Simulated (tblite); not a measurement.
C₅H₃F₃P₂.
Bonds: F1–C2, C2–F3, C2–F4, C2–C5, C5–C6 (aromatic), C6–C7 (aromatic), C7–P8 (aromatic), P8–C9 (aromatic), C9–P10 (aromatic), C5–P10 (aromatic). Hydrogens: H11 on C6; H12 on C7; H13 on C9.

Computed with GFN2-xTB (tblite), gas phase: L-BFGS steps from a force-field or distance-geometry start until the largest atomic force falls under 0.01 eV/Å.

Geometry at step 7:
```
atom  x, y, z in Å
F1      2.6705    0.2913   -0.2905
C2      1.9130   -0.5580    0.4186
F3      2.1969   -1.7946   -0.0361
F4      2.3497   -0.5152    1.6914
C5      0.4534   -0.2625    0.2779
C6      0.0920    1.0171   -0.1207
C7     -1.2058    1.4830   -0.2098
P8     -2.6757    0.5867   -0.3903
C9     -2.0593   -1.0240   -0.2405
P10    -0.5618   -1.6866    0.3260
H11     0.8992    1.7143   -0.3700
H12    -1.3247    2.5308   -0.4590
H13    -2.7516   -1.7816   -0.6147
```

Task: What forces act on the atoms?

Result: 
| atom | Fx (eV/Å) | Fy (eV/Å) | Fz (eV/Å) |
| --- | --- | --- | --- |
| F1 | 0.233 | -0.062 | 0.125 |
| C2 | -0.176 | -0.030 | -0.072 |
| F3 | 0.136 | -0.015 | 0.078 |
| F4 | 0.032 | 0.045 | -0.107 |
| C5 | -0.096 | 0.095 | -0.266 |
| C6 | 0.016 | 0.124 | 0.139 |
| C7 | 0.156 | 0.342 | -0.459 |
| P8 | 0.300 | -0.289 | 0.094 |
| C9 | -0.201 | -0.347 | -0.285 |
| P10 | -0.159 | 0.202 | -0.179 |
| H11 | -0.289 | -0.166 | 0.319 |
| H12 | 0.083 | 0.120 | 0.157 |
| H13 | -0.037 | -0.018 | 0.456 |

The largest, 0.59 eV/Å, acts on C7; the rms over all components is 0.204 eV/Å. The forces sum to zero within rounding, as they must for an isolated molecule in no field.

Task: Give the force on C7 in Eh/bohr and in nN.

Result: 0.593 eV/Å ÷ 51.422 = 0.01154 Eh/bohr, and 0.593 eV/Å × 1.602 = 0.95 nN.

Task: How far is this geometry from the end of the optimisation?

Result: 0.236 eV above it, and 0.319 Å rms away after alignment. The bonds farthest from their final lengths, with half the difference of the two atoms' forces along the bond (positive lengthens):

| bond | now (Å) | final (Å) | force along bond (eV/Å) |
| --- | --- | --- | --- |
| C6–H11 | 1.095 | 1.085 | -0.23 |
| C7–P8 | 1.731 | 1.738 | +0.07 |
| F1–C2 | 1.341 | 1.347 | +0.05 |
| C5–P10 | 1.750 | 1.744 | -0.02 |
| C9–H13 | 1.092 | 1.087 | -0.29 |
| C2–F3 | 1.348 | 1.342 | 0.00 |

The angle farthest from its final value is C7–P8–C9, 99.8° against 102.7°.

The cost below is that of the whole relaxation. On Arm Neoverse V1, one thread, shared host, this took 0.63 s wall.
